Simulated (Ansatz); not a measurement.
## Four-centre ligand exchange

Start structure (BNH3Cl2F, closed shell), relaxed at PBE0-D4/def2-TZVP:

B1  (-0.376, 0.555, -0.817)
N2  (0.693, -0.081, -0.165)
Cl3  (-1.377, -0.350, -1.932)
Cl4  (-0.728, 2.235, -0.474)
H5  (-0.146, -0.740, 1.377)
F6  (-0.477, -1.106, 2.173)
H7  (1.386, 0.463, 0.325)
H8  (1.025, -0.977, -0.487)
(Å)

The step: BNH₂Cl₂ ([NH2][B]([Cl])[Cl]) + HF → BCl₂F ([F][B]([Cl])[Cl]) + NH₃ (still joined by a long B–N bond); bonds formed: B1–F6, N2–H5; bonds broken: H5–F6; bonds weakened to dative contacts: B1–N2. Ansatz 0.2.0; basis: def2-TZVPP and def2-QZVPP; cores frozen in the correlated methods. Extrapolation: Hartree–Fock as exp(−7.88 √X), correlation as X^−2.97. Energies below are by CCSD(T) at an estimated basis limit (MP2 extrapolated from triple and quadruple zeta, plus CCSD(T) − MP2 in triple zeta).

What are the electronic barrier and the energy of the step, from the start structure to the end structure? (Judge from chemistry; the value comes from the calculation.)

The calculation gives: Barrier 19.44 kcal/mol; step energy -23.08 kcal/mol (downhill); reverse barrier, their difference, 42.51 kcal/mol. Barrier and step energy count from the start structure, the reverse barrier from the end structure.

The saddle point: One imaginary mode of 800i cm⁻¹.
```
 pair  start (Å)  saddle (Å)  end (Å)
B1–F6       3.42        1.80     1.36
N2–H5       1.88        1.39     1.02
B1–N2       1.41        1.50     1.63
H5–F6       0.94        1.08     2.62
```

Zero-point energy (harmonic, PBE0-D4): ZPE is 29.07 kcal/mol at the start and 27.62 kcal/mol at the saddle, so the barrier goes from 19.44 to 17.99 kcal/mol.

No T1 diagnostic of these runs exceeds 0.011.

Steps of this kind, hydrogen fluoride cutting a network bond, underlie vapour etching and the fluorination step of atomic layer etching.

Labels in which every atom is bracketed show which atoms are joined, not bond orders.

For scale, one of the runs: CCSD(T)/def2-TZVPP, 219 basis functions (an equivalent command: `ansatz run in.yaml --threads 4`). Time: 93 s of wall clock on 4 CPU threads; the host was shared. Peak host memory: 3.4 GiB.
